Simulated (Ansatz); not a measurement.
`C#[C][Na]` + HI → `[Na][I]` + acetylene  (ligand exchange at the Na–C bond)

Calculated with Ansatz (gas phase, PBE0-D4/def2-TZVP geometries, no zero-point term in ΔE). CBS: MP2 limit from def2 TZ/QZ plus the TZ coupled-cluster correction, frozen cores. This one scheme is used for every species. Functionals use def2-TZVPP. HSE06 is defined as in plane-wave codes. Elements past krypton have def2 core potentials. For I, Na outer-core shells are correlated without core-valence functions, which leaves a few kJ/mol of doubt a bond.

**Question.** Is it downhill or uphill in electronic energy at CCSD(T)/CBS, and by how much? (An estimate is asked.)

**Answer.** Computed: Downhill: ΔE = -194.5 kJ/mol.

**Question.** What do these levels give: revPBE-D4, CAM-B3LYP-D4, r2SCANh, HSE06, CCSD(T)/def2-TZVPP, CCSD/CBS(def2)? (An estimate is asked.)

**Answer.** Ansatz gave: revPBE-D4 -182.4, CAM-B3LYP-D4 -194.8, r2SCANh -200.0, HSE06 -198.4, CCSD(T)/def2-TZVPP -182.2, CCSD/CBS(def2) -200.0 kJ/mol.

**Question.** What do rigid-rotor, harmonic-oscillator terms from PBE0-D4/def2-TZVP frequencies (298.15 K, 1 bar) make of the CCSD(T)/CBS value? (Estimate.)

**Answer.** Ansatz gave: ΔZPE = +13.7 kJ/mol, ΔH = -183.5 kJ/mol, ΔS = -15 J/(mol·K), ΔG = -179.1 kJ/mol.

Largest T1 diagnostic among the species: 0.013.

From r2SCAN to r2SCAN0 (25 % exact exchange), in def2-TZVPP and without D4, ΔE moves by −7.8 kJ/mol. Leaving LDA and LC-ωPBE aside and taking each functional with its dispersion term where it has one, the values, not all of them listed here, spread over 25.0 kJ/mol, from BHLYP-D4 to BLYP-D4.
